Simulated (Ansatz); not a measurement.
A nudged elastic band was laid between two geometries of AlFH$_{4}$NOP (9 atoms, charge 0, multiplicity 1).

These are results of RKS PBE-D4/def2-SVP in Ansatz 0.2.0, not measurements.

| Property | Result |
| --- | --- |
| movable images | 7 |
| climbing image | yes |
| spring | 5.0 eV/Å² |
| optimiser | quadratic models (default) |
| start path | through a guess of the saddle point |
| force threshold | 0.03 eV/Å |
| iteration limit | 60 |
| end points | relaxed |

Initial state:

```xyz
9
Properties=species:S:1:pos:R:3
N 1.435 0.984 -0.205
Al 0.889 -0.624 0.303
F 1.973 -1.720 0.977
P -1.341 -1.215 -0.140
O -1.810 0.416 -0.437
H 0.768 1.672 -0.562
H 2.368 1.390 -0.117
H -1.673 -1.326 1.270
H -2.520 0.378 -1.105
```

Final state:

```xyz
9
Properties=species:S:1:pos:R:3
N 1.386 0.957 -0.047
Al 1.066 -0.786 0.189
F 2.424 -1.759 0.446
P -1.006 -1.743 0.171
O -1.867 0.100 -0.155
H 0.677 1.669 -0.229
H 2.316 1.381 -0.028
H -2.497 0.183 0.590
H -2.413 -0.047 -0.954
```

Question: What changes between the two ends?

Answer: Bonds broken: P4–H8. Bonds formed: O5–H8.

Question: Give the energies along the band, and the barrier.

Answer: It converged. The highest image is number 5 of 0 to 8, 48.2 kcal/mol above the first end and 6.8 kcal/mol above the last; the last end lies 41.3 kcal/mol above the first. A vibrational analysis at the climbing image gives one clearly imaginary mode, 1161i cm⁻¹: a first-order saddle point. The orbitals stay closed-shell, which can raise the energy where a bond breaks towards radicals; this wasn't checked here.

```tsv
image	path coordinate (Å)	energy (kcal/mol)	P4–H8 (Å)	O5–H8 (Å)
0	0.00	0.0	1.45	2.44
1	0.38	0.2	1.46	2.45
2	0.77	1.3	1.46	2.41
3	1.15	10.2	1.43	2.08
4	1.54	33.4	1.45	1.66
5	1.92	48.2	1.63	1.23
6	2.41	42.9	2.17	0.99
7	2.89	41.5	2.45	0.98
8	3.38	41.3	2.47	0.98
```

Question: What is the geometry of the highest image?

Answer: 
```xyz
9
Properties=species:S:1:pos:R:3:forces:R:3
N 1.375 0.957 -0.102 0.01 0.00 0.01
Al 0.977 -0.736 0.256 0.01 0.00 -0.01
F 2.185 -1.747 0.855 0.00 0.00 0.00
P -1.136 -1.613 -0.085 -0.01 0.00 0.01
O -1.806 0.281 -0.400 0.00 0.02 -0.02
H 0.695 1.633 -0.456 -0.01 -0.01 0.00
H 2.296 1.387 0.000 0.00 0.01 0.00
H -1.792 -0.320 0.668 -0.01 -0.01 0.01
H -2.706 0.112 -0.753 0.01 -0.01 0.01
```

Question: What are the harmonic wavenumbers there?

Answer: 1161i, 59, 91, 175, 190, 202, 303, 333, 367, 414, 472, 616, 773, 830, 887, 1117, 1458, 1850, 3508, 3605, 3643 cm⁻¹.

The run took 3.4 min on 2 threads of Intel(R) Xeon(R) Platinum 8488C (Sapphire Rapids), with other jobs on the host, peak memory 0.16 GiB.
